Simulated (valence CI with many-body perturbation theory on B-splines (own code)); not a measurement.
Hyperfine factors and g values of S+

Method: valence CI with perturbative core correlation (CI+MBPT): five valence electrons over a frozen Dirac-Fock core [Ne], a basis of 10 s, 10 p, 9 d, 7 f, 4 g, 2 h functions for each j, with the one-electron correlation potential Σ1, the two-electron term Σ2, the three-electron term Σ3, Breit, model QED; selected CI, second order for the rest, scaled by the run's own slope (own B-spline code, finite nucleus).

Against 49 measured levels this calculation errs by 60 cm⁻¹ on average and by 187 at most. Among the levels kept, up to 890 cm⁻¹ of a level comes from second order outside the variational space, and about a tenth of that is noise between levels of different J, which matters for small intervals.

A/g_I is the dipole constant over the nuclear g factor μ/I (μ in nuclear magnetons, uniformly magnetised nucleus), B/Q the quadrupole constant per barn. Both hold the static response of the core; the bare values leave it out. Large factors of s and p1/2 electrons are usually good to 5 to 10 %; those of open d and f shells near neutrality can be off by tens of per cent, and small factors of p3/2, d and f electrons come from cancelling terms and can be off by a factor of two or in sign, in half-filled shells by more. B is blank for J = 1/2, where it vanishes, and for nearly pure S terms. Energies count from the lowest level.

Names give the largest LS component (configuration and term), which can be under half, so a name can repeat, a term be missing and a line seem to break the LS rules; names also repeat where a configuration has a term twice.

```csv
Level,E (cm⁻¹),g,A/g_I (MHz),A/g_I bare,B/Q (MHz/b),B/Q bare
3s2 3p3 4S°_3/2,0.0,2.002,75.0,71.9,,
3s2 3p3 2D°_3/2,14975,0.801,315,287,62.1,54.9
3s2 3p3 2D°_5/2,15003,1.200,551,497,-20.4,-17.6
3s2 3p3 2P°_1/2,24712,0.666,1490,1330,,
3s2 3p3 2P°_3/2,24756,1.333,319,290,-68.3,-60.7
3s 3p4 4P_5/2,79296,1.601,1490,1340,444,391
3s 3p4 4P_3/2,79655,1.735,1520,1370,-352,-310
3s 3p4 4P_1/2,79856,2.670,3370,3040,,
3s 3p4 2D_3/2,97875,0.800,-453,-399,-698,-615
3s 3p4 2D_5/2,97903,1.200,1370,1230,-999,-880
3s2 3p2 3d 2P_3/2,105571,1.333,-151,-125,38.1,33.0
3s2 3p2 3d 2P_1/2,106010,0.666,49.9,50.3,,
3s2 3p2 4s 4P_1/2,109529,2.667,580,533,,
3s2 3p2 4s 4P_3/2,109805,1.734,324,300,495,437
3s2 3p2 3d 4F_3/2,110170,0.400,189,176,-245,-218
3s2 3p2 4s 4P_5/2,110241,1.601,595,541,-627,-553
3s2 3p2 3d 4F_5/2,110307,1.030,133,128,-218,-194
3s2 3p2 3d 4F_7/2,110494,1.239,140,134,-330,-294
3s2 3p2 3d 4F_9/2,110745,1.334,178,167,-579,-514
3s2 3p2 4s 2P_1/2,112914,0.669,265,243,,
3s2 3p2 4s 2P_3/2,113441,1.334,422,383,-620,-547
3s2 3p2 3d 4D_1/2,114149,-0.002,469,423,,
3s2 3p2 3d 4D_3/2,114195,1.199,220,206,-33.3,-29.2
3s2 3p2 3d 4D_5/2,114229,1.343,155,148,143,125
3s2 3p2 3d 4D_7/2,114269,1.405,60.0,62.7,500,438
3s2 3p2 3d 2F_5/2,114846,0.885,360,327,-91.3,-82.2
3s2 3p2 3d 2F_7/2,115310,1.167,188,176,-54.4,-50.0
3s 3p4 2S_1/2,119965,2.002,4540,4070,,
3s2 3p2 4s 2D_3/2,121600,0.800,493,444,858,757
3s2 3p2 4s 2D_5/2,121601,1.201,729,658,1230,1080
3s2 3p2 4p 2S°_1/2,125418,2.000,55.6,59.9,,
3s2 3p2 3d 2G_9/2,127287,1.111,260,239,1210,1060
3s2 3p2 3d 2G_7/2,127295,0.889,351,319,1100,963
3s2 3p2 4p 4D°_1/2,127776,0.005,350,312,,
3s2 3p2 4p 4D°_3/2,127936,1.204,173,159,63.0,55.7
3s2 3p2 4p 4D°_5/2,128194,1.374,184,170,-60.7,-53.0
3s2 3p2 4p 4D°_7/2,128546,1.429,285,260,-552,-487
3s2 3p2 4p 4P°_1/2,129737,2.661,-151,-123,,
3s2 3p2 4p 4P°_3/2,129813,1.730,175,162,-261,-230
3s2 3p2 4p 4P°_5/2,130092,1.580,218,201,105,92.2
```

(1) Take the isotope of mass number 33, with I = 3/2, μ = 0.64325 μN and Q = -0.0694 b. What is the hyperfine structure of 3s 3p4 4P_1/2?

## Answers

(1) From the table A = 1450 MHz. Shifts from the centre of gravity in MHz: F = 1: -1810, F = 2: 1090.
